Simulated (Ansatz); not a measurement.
CH7AsOSi (`CO[AsH][SiH3]`), relaxed with RKS PBE-D4/def2-SVP in Ansatz from a rough embedded geometry. The force threshold is 0.03 eV/Å; the program also tests the step.

The species carries charge 0 and has multiplicity 1.

Start:

```xyz
11

C     1.261    1.236    1.152
O     0.149    0.843    0.425
As    0.444   -0.912    0.041
Si   -1.545   -1.208   -0.960
H     1.099    2.374    1.392
H     2.197    1.229    0.583
H     1.364    0.725    2.130
H     1.197   -0.614   -1.304
H    -2.665   -1.185    0.107
H    -1.835   -0.054   -1.865
H    -1.664   -2.435   -1.700
```

**Question.** By how much does the energy fall, and how many steps does the optimiser take? (Estimate.)

**Answer.** The calculation gave: 0.44 eV, in 23 steps, 1 of them rejected.

**Question.** Which bonds change most? (Estimate.)

**Answer.** The calculation gave: As3–Si4 from 2.246 to 2.396 Å; Si4–H11 from 1.438 to 1.507 Å; C1–H5 from 1.174 to 1.111 Å; Si4–H9 from 1.547 to 1.503 Å.

**Question.** Give the relaxed structure. (An estimate is asked.)

**Answer.** Ansatz gave: 
```xyz
11

C     1.274    1.332    1.161
O     0.138    0.638    0.686
As    0.442   -1.116    0.188
Si   -1.627   -1.146   -1.019
H     0.922    2.301    1.574
H     2.014    1.551    0.352
H     1.813    0.788    1.975
H     1.220   -0.838   -1.138
H    -2.754   -1.099   -0.026
H    -1.729    0.023   -1.957
H    -1.713   -2.435   -1.795
```
